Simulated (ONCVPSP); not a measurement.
**Before and after: ONCV potential for Co**

Co, optimised norm-conserving Vanderbilt (ONCV), made with ONCVPSP 4.0.1 (LDA (Perdew-Zunger), fully relativistic). Core [Ne], reference 3s2 3p6 3d7 4s2. Waves: 3s+4s: rc 1.55 bohr, ncon 4, nbas 7, qcut 10.3 1/bohr, 2 projectors; 3p: rc 0.90 bohr, ncon 5, nbas 8, qcut 7.4 1/bohr, 1 projector; 3d: rc 1.80 bohr, ncon 4, nbas 8, qcut 7.1 1/bohr, 2 projectors, debl 1.6 Ha. Local part: polynomial inside 0.80 bohr (lpopt 5, dvloc0 0 Ha). Core correction: Teter function, parameters optimised by the program.

Open shells are filled in proportion to 2j + 1.

Change: d: qcut 8.3.

Cutoffs: the cutoffs (Ha) at which the residual kinetic energy of the hardest occupied pseudo-wave falls to 1 and 0.1 mHa per electron; they do not see the model core or the augmentation charge, which bear on the density cutoff. Errors are all-electron minus pseudo energies relative to the spin-unpolarised reference configuration.

**Question.** Predict the effect on cutoff, ghosts and configuration errors.

**Answer.** The potential gets neither clearly harder nor softer (65 Ha and 212 Ha → 65 Ha and 212 Ha); of the 4 tests that both files solve, the error grows in 0 and shrinks in 4 by more than 15 % and 0.3 meV (median size 71.4 → 49.7 meV); neither file shows a bound ghost.

| quantity | base | changed |
| --- | --- | --- |
| cutoff, loose | 65 Ha | 65 Ha |
| cutoff, tight | 212 Ha | 212 Ha |
| loose cutoff by channel | s 25 Ha, p 65 Ha, d 27 Ha | s 25 Ha, p 65 Ha, d 29 Ha |
| bound ghosts | none | none |
| GHOST(+) flags under 300 eV | none | none |
| error for 3s2 3p6 3d7 4s1, meV [ΔE 9.30 eV] | +3.3 | +2.6 |
| error for 3s2 3p6 3d7 4s0, meV [ΔE 26.38 eV] | +16 | +12 |
| error for 3s2 3p6 3d6 4s0, meV [ΔE 62.57 eV] | +127 | +87 |
| error for 3s2 3p5 3d7 4s2, meV [ΔE 73.44 eV] | -435 | -329 |
| s: phases at 1.57 bohr within 0.05 rad from the reference energy up to (Ha; the scan ends near 5) | to the end of the scan | to the end of the scan |
| p3/2: phases at 0.91 bohr within 0.05 rad from the reference energy up to (Ha; the scan ends near 5) | to the end of the scan | to the end of the scan |
| p1/2: phases at 0.91 bohr within 0.05 rad from the reference energy up to (Ha; the scan ends near 5) | to the end of the scan | to the end of the scan |
| d5/2: phases at 1.82 bohr within 0.05 rad from the reference energy up to (Ha; the scan ends near 5) | to the end of the scan | to the end of the scan |
| d3/2: phases at 1.82 bohr within 0.05 rad from the reference energy up to (Ha; the scan ends near 5) | to the end of the scan | to the end of the scan |
| rms error of d²Exc/dni dnj with the model core, mHa | 1.87 | 1.55 |
